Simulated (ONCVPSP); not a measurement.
PBE ONCV dataset for Pr (Z = 59), scalar-relativistic all-electron reference.

Input for ONCVPSP 4.0.1:

```
# ATOM AND REFERENCE CONFIGURATION
# atsym  z   nc   nv     iexc    psfile
  Pr 59.00    9    4        4      upf
#
#   n    l    f
    1    0    2.00
    2    0    2.00
    2    1    6.00
    3    0    2.00
    3    1    6.00
    3    2   10.00
    4    0    2.00
    4    1    6.00
    4    2   10.00
    4    3    3.00
    5    0    2.00
    5    1    6.00
    6    0    1.50
#
# PSEUDOPOTENTIAL AND OPTIMIZATION
# lmax
    3
#
#   l,   rc,      ep,       ncon, nbas, qcut
    0    2.35    0.00    4    9    6.00
    1    1.65    0.00    3    7    4.90
    2    1.80    0.41    4    7    5.70
    3    1.40    0.00    3    8   10.10
#
# LOCAL POTENTIAL
# lloc, lpopt,  rc(5),   dvloc0
    4    5    1.40    6.00
#
# VANDERBILT-KLEINMAN-BYLANDER PROJECTORs
# l, nproj, debl
    0    2    0.40
    1    2    2.20
    2    2    0.30
    3    3    1.30
#
# MODEL CORE CHARGE
# icmod, fcfact, rcfact
    3    6.00    1.60
#
# LOG DERIVATIVE ANALYSIS
# epsh1, epsh2, depsh
   -3.00    5.00    0.02
#
# OUTPUT GRID
# rlmax, drl
    6.00    0.01
#
# TEST CONFIGURATIONS
# ncnf
    4
# nvcnf
#   n    l    f
    4
    4    3    3.00
    5    0    2.00
    5    1    6.00
    6    0    2.00
#
    4
    4    3    3.00
    5    0    2.00
    5    1    6.00
    6    0    1.00
#
    4
    4    3    3.00
    5    0    2.00
    5    1    6.00
    6    0    0.00
#
    5
    4    3    3.00
    5    0    2.00
    5    1    6.00
    6    0    0.00
    6    1    1.00
#
```

Command:

```bash
oncvpsp.x < Pr.dat > Pr.out
```

The program printed (shortened: citation, most of the input echo, consistency checks and plot data are left out):

```
ONCVPSP  (Optimized Norm-Conservinng Vanderbilt PSeudopotential)
scalar-relativistic version 4.0.1

#   n    l    f        energy (Ha)
    1    0    2.00    -1.5368690E+03
    2    0    2.00    -2.4732753E+02
    2    1    6.00    -2.2130141E+02
    3    0    2.00    -5.3437323E+01
    3    1    6.00    -4.5195443E+01
    3    2   10.00    -3.3629869E+01
    4    0    2.00    -1.0702184E+01
    4    1    6.00    -8.0102154E+00
    4    2   10.00    -4.1616415E+00
    4    3    3.00    -1.4686704E-01
    5    0    2.00    -1.5365604E+00
    5    1    6.00    -8.9142691E-01
    6    0    1.50    -2.0946114E-01

Reference configufation results
  iterations    34
  all-electron total energy (Ha)   -9.23724671D+03

Begin loop to  construct optimized pseudo wave functions
and semi-local pseudopoentials for all angular momenta

Calculating optimized projector #   1

 for l=   0

    Fraction of norm inside rc  0.940660
    Optimizing pswf for qcut=   5.99 a_B^-1,  ecut=  17.95 Ha
    Residual kinetic energy error=  6.68D-08 Ha

    Energy error per electron        Cutoff
         Ha          eV             Ha
         0.01000     0.27211        8.17
         0.00100     0.02721       10.92
         0.00010     0.00272       13.12
         0.00001     0.00027       14.98

Calculating optimized projector #   2

 for l=   0

    Fraction of norm inside rc  0.062876
    Optimizing pswf for qcut=   5.99 a_B^-1,  ecut=  17.95 Ha
    Residual kinetic energy error=  7.33D-08 Ha

    Energy error per electron        Cutoff
         Ha          eV             Ha
         0.01000     0.27211        6.21
         0.00100     0.02721        9.83
         0.00010     0.00272       12.57
         0.00001     0.00027       14.66

   Wellstate for l =  1  n =  7
     eigenvalue =   1.3086
     asymptotic potential =   1.8086
     half-point radius =  4.2320

Calculating optimized projector #   1

 for l=   1

    Fraction of norm inside rc  0.464268
    Optimizing pswf for qcut=   4.90 a_B^-1,  ecut=  12.00 Ha
    Residual kinetic energy error=  1.68D-03 Ha

    Energy error per electron        Cutoff
         Ha          eV             Ha
         0.01000     0.27211        8.26
         0.00100     0.02721       14.80
         0.00010     0.00272       58.01

Calculating optimized projector #   2

 for l=   1

    Fraction of norm inside rc  0.076753
    Optimizing pswf for qcut=   4.90 a_B^-1,  ecut=  12.00 Ha
    Residual kinetic energy error=  1.82D-03 Ha

    Energy error per electron        Cutoff
         Ha          eV             Ha
         0.01000     0.27211        8.01
         0.00100     0.02721       13.39
         0.00010     0.00272       36.01
         0.00001     0.00027       82.39

WARNING wellstate: moderately localized bound state found for n= 5 l=  2
WARNING scattering state with energy  0.05000000
WARNING will be used for the first projector

   Wellstate for l =  2  n =  6
     eigenvalue =   0.0500
     asymptotic potential =   0.5500
     half-point radius = 13.3033

   Wellstate for l =  2  n =  6
     eigenvalue =   0.3500
     asymptotic potential =   0.8500
     half-point radius =  5.8963

Calculating optimized projector #   1

 for l=   2

    Fraction of norm inside rc  0.052493
    Optimizing pswf for qcut=   5.71 a_B^-1,  ecut=  16.29 Ha
    Residual kinetic energy error=  6.42D-06 Ha

    Energy error per electron        Cutoff
         Ha          eV             Ha
         0.01000     0.27211        3.58
         0.00100     0.02721        5.46
         0.00010     0.00272        7.01
         0.00001     0.00027       10.75

Calculating optimized projector #   2

 for l=   2

    Fraction of norm inside rc  0.113280
    Optimizing pswf for qcut=   5.71 a_B^-1,  ecut=  16.29 Ha
    Residual kinetic energy error=  2.17D-04 Ha

    Energy error per electron        Cutoff
         Ha          eV             Ha
         0.01000     0.27211        4.66
         0.00100     0.02721        6.65
         0.00010     0.00272       22.37
         0.00001     0.00027       62.73

   Wellstate for l =  3  n =  5
     eigenvalue =   1.1531
     asymptotic potential =   1.6531
     half-point radius =  2.9157

   Wellstate for l =  3  n =  6
     eigenvalue =   2.4531
     asymptotic potential =   2.9531
     half-point radius =  3.2690

Calculating optimized projector #   1

 for l=   3

    Fraction of norm inside rc  0.724496
    Optimizing pswf for qcut=  10.11 a_B^-1,  ecut=  51.12 Ha
    Residual kinetic energy error=  4.55D-04 Ha

    Energy error per electron        Cutoff
         Ha          eV             Ha
         0.01000     0.27211       42.47
         0.00100     0.02721       48.66
         0.00010     0.00272      147.04

Calculating optimized projector #   2

 for l=   3

    Fraction of norm inside rc  0.132067
    Optimizing pswf for qcut=  10.11 a_B^-1,  ecut=  51.12 Ha
    Residual kinetic energy error=  6.49D-04 Ha

    Energy error per electron        Cutoff
         Ha          eV             Ha
         0.01000     0.27211       42.91
         0.00100     0.02721       49.85
         0.00010     0.00272       90.39
         0.00001     0.00027      177.17

Calculating optimized projector #   3

 for l=   3

    Fraction of norm inside rc  0.084071
    Optimizing pswf for qcut=  10.11 a_B^-1,  ecut=  51.12 Ha
    Residual kinetic energy error=  1.47D-03 Ha

    Energy error per electron        Cutoff
         Ha          eV             Ha
         0.01000     0.27211       45.09
         0.00100     0.02721       52.77
         0.00010     0.00272       98.63
         0.00001     0.00027      232.50

Construct Vanderbilt / Kleinmman-Bylander projectors

B matrix Hermiticity error, ll=   0
   1   2    9.2181E-05

  Orthonormal projector coefficients  5.2111E+00  7.8611E-01

B matrix Hermiticity error, ll=   1
   1   2   -2.0135E-04

  Orthonormal projector coefficients  3.9641E+00  1.1434E+00

B matrix Hermiticity error, ll=   2
   1   2   -7.8410E-06

  Orthonormal projector coefficients  3.1816E+01  9.7588E-01

B matrix Hermiticity error, ll=   3
   1   2    2.5390E-04
   1   3   -3.6297E-04
   2   3    1.1255E-04

  Orthonormal projector coefficients -2.2933E+01 -1.3765E+01 -4.7498E+00

Model core correction analysis
  based on d2Exc/dn_idn_j

d2excae - all-electron derivatives

   -1.658158D-02   -1.365228D-02   -1.097278D-02   -2.462578D-03
   -1.365194D-02   -2.570638D-02   -2.240559D-02   -1.879772D-03
   -1.097245D-02   -2.240555D-02   -2.268812D-02   -3.201618D-03
   -2.461677D-03   -1.878706D-03   -3.199176D-03   -3.042642D-02

d2excps - pseudofunction derivatives with no core correction

   -5.149894D-02   -2.576306D-02   -1.635847D-02   -3.739779D-03
   -2.576642D-02   -2.764994D-02   -2.357143D-02   -2.159936D-03
   -1.636021D-02   -2.357155D-02   -2.364091D-02   -3.360392D-03
   -3.739250D-03   -2.158921D-03   -3.357954D-03   -3.046452D-02

rms 2nd derivative error    9.942219E-03

rmatch, rhocmatch    1.0989    5.4358

Teter function model core charge with specified parameters

d2excps - pseudofunction derivatives with core correction

   -2.365997D-02   -1.392675D-02   -1.022249D-02   -2.602942D-03
   -1.392681D-02   -1.745156D-02   -1.638066D-02   -1.481460D-03
   -1.022242D-02   -1.638055D-02   -1.795887D-02   -2.926586D-03
   -2.602068D-03   -1.480387D-03   -2.924129D-03   -3.030724D-02

rms 2nd derivative error    3.665807E-03

Pseudoatom total energy  -47.450598

Diagnostic tests using Vanderbilt-Kleinman-Bylander pseudopotentials
  1 or more projectors used as specified by nproj input data

   l    rcore       rmatch      e in        delta e   norm test  slope test

   0   2.3631189   2.4348684  -1.5365604   0.0000005   1.0001055   1.0001016
   0   2.3631189   2.4348684  -0.2094611   0.0000013   1.0000229   1.0000191

   1   1.6504666   1.7005783  -0.8914269   0.0000805   1.0000925   1.0005094
   1   1.6504666   1.7005783   1.3085731   0.0000841   1.0003939   1.0003939

   2   1.8054125   1.8602288   0.0500000   0.0000126   1.0001520   1.0001520
   2   1.8054125   1.8602288   0.3500000   0.0000141   1.0001640   1.0001640

   3   1.4043044   1.4469421  -0.1468670  -0.0001767   1.0000578   0.9996680
   3   1.4043044   1.4469421   1.1531330   0.0000069   1.0004628   1.0004628
   3   1.4043044   1.4469421   2.4531330  -0.0003570   1.0005771   1.0005771

 Testing for bound ghosts
   n   l    E NL Schr. Eq   E Basis Diag.   E Cutoff

   1   0       -1.536560       -1.536549     62.81
   2   0       -0.209460       -0.186569     62.81

   2   1       -0.891346       -0.890042     81.23

   3   2       -0.167766       -0.135733     78.69

   4   3       -0.147044       -0.140568    250.20

 Testing for highly-localized positive-energy ghosts
       l    <radius>/rc     E Basis Diag.   E Cutoff

       2        0.501832       43.890513     78.69  WARNING - GHOST(+)

       2        0.593278       78.072914     78.69  WARNING - GHOST(+)

Test configuration 0

   n   l     f        eae           eps        diff
   1   0  2.0000-1536.86896240
   2   0  2.0000 -247.32752676
   2   1  6.0000 -221.30141032
   3   0  2.0000  -53.43732301
   3   1  6.0000  -45.19544324
   3   2 10.0000  -33.62986923
   4   0  2.0000  -10.70218428
   4   1  6.0000   -8.01021537
   4   2 10.0000   -4.16164152
   4   3  3.0000   -0.14686704   -0.14704375   -1.77D-04
   5   0  2.0000   -1.53656043   -1.53655992    5.11D-07
   5   1  6.0000   -0.89142691   -0.89134638    8.05D-05
   6   0  1.5000   -0.20946114   -0.20945988    1.25D-06

    Total energies and differences
      AE_ref= -9.23724671D+03  AE_tst= -9.23724671D+03  dif=  0.00D+00
      PS_ref= -4.74505983D+01  PS_tst= -4.74505983D+01  dif=  1.53D-12
      PSP excitation error= -1.53D-12

Test configuration 1

   n   l     f        eae           eps        diff
   1   0  2.0000-1536.76774690
   2   0  2.0000 -247.22674078
   2   1  6.0000 -221.20054891
   3   0  2.0000  -53.33722311
   3   1  6.0000  -45.09532760
   3   2 10.0000  -33.52968810
   4   0  2.0000  -10.60181603
   4   1  6.0000   -7.90974107
   4   2 10.0000   -4.06098225
   4   3  3.0000   -0.04596649   -0.04601324   -4.68D-05
   5   0  2.0000   -1.43421894   -1.43437822   -1.59D-04
   5   1  6.0000   -0.78911608   -0.78912043   -4.35D-06
   6   0  2.0000   -0.12722696   -0.12724326   -1.63D-05

    Total energies and differences
      AE_ref= -9.23724671D+03  AE_tst= -9.23733116D+03  dif= -8.44D-02
      PS_ref= -4.74505983D+01  PS_tst= -4.75345257D+01  dif= -8.39D-02
      PSP excitation error= -5.20D-04

Test configuration 2

   n   l     f        eae           eps        diff
   1   0  2.0000-1536.98136812
   2   0  2.0000 -247.43930077
   2   1  6.0000 -221.41326339
   3   0  2.0000  -53.54830263
   3   1  6.0000  -45.30643902
   3   2 10.0000  -33.74093848
   4   0  2.0000  -10.81340060
   4   1  6.0000   -8.12153703
   4   2 10.0000   -4.27314054
   4   3  3.0000   -0.25833118   -0.25876667   -4.35D-04
   5   0  2.0000   -1.64948049   -1.64938878    9.17D-05
   5   1  6.0000   -1.00395780   -1.00383685    1.21D-04
   6   0  1.0000   -0.29698173   -0.29700048   -1.88D-05

    Total energies and differences
      AE_ref= -9.23724671D+03  AE_tst= -9.23712024D+03  dif=  1.26D-01
      PS_ref= -4.74505983D+01  PS_tst= -4.73241876D+01  dif=  1.26D-01
      PSP excitation error=  5.65D-05

Test configuration 3

   n   l     f        eae           eps        diff
   1   0  2.0000-1537.23512371
   2   0  2.0000 -247.69144818
   2   1  6.0000 -221.66558843
   3   0  2.0000  -53.79855683
   3   1  6.0000  -45.55672942
   3   2 10.0000  -33.99140579
   4   0  2.0000  -11.06404509
   4   1  6.0000   -8.37239206
   4   2 10.0000   -4.52433083
   4   3  3.0000   -0.50858180   -0.50998455   -1.40D-03
   5   0  2.0000   -1.90246434   -1.90240863    5.57D-05
   5   1  6.0000   -1.25471315   -1.25466923    4.39D-05

    Total energies and differences
      AE_ref= -9.23724671D+03  AE_tst= -9.23672974D+03  dif=  5.17D-01
      PS_ref= -4.74505983D+01  PS_tst= -4.69334966D+01  dif=  5.17D-01
      PSP excitation error= -1.39D-04

Test configuration 4

   n   l     f        eae           eps        diff
   1   0  2.0000-1537.02219148
   2   0  2.0000 -247.47973362
   2   1  6.0000 -221.45370610
   3   0  2.0000  -53.58822092
   3   1  6.0000  -45.34636394
   3   2 10.0000  -33.78092803
   4   0  2.0000  -10.85362824
   4   1  6.0000   -8.16184376
   4   2 10.0000   -4.31358299
   4   3  3.0000   -0.29852603   -0.29963680   -1.11D-03
   5   0  2.0000   -1.69121486   -1.69106270    1.52D-04
   5   1  6.0000   -1.04465949   -1.04446589    1.94D-04
   6   1  1.0000   -0.21354020   -0.21354703   -6.83D-06

    Total energies and differences
      AE_ref= -9.23724671D+03  AE_tst= -9.23701389D+03  dif=  2.33D-01
      PS_ref= -4.74505983D+01  PS_tst= -4.72177621D+01  dif=  2.33D-01
      PSP excitation error= -2.22D-05
```

The run took about 7.6 s on one core of a shared server CPU.
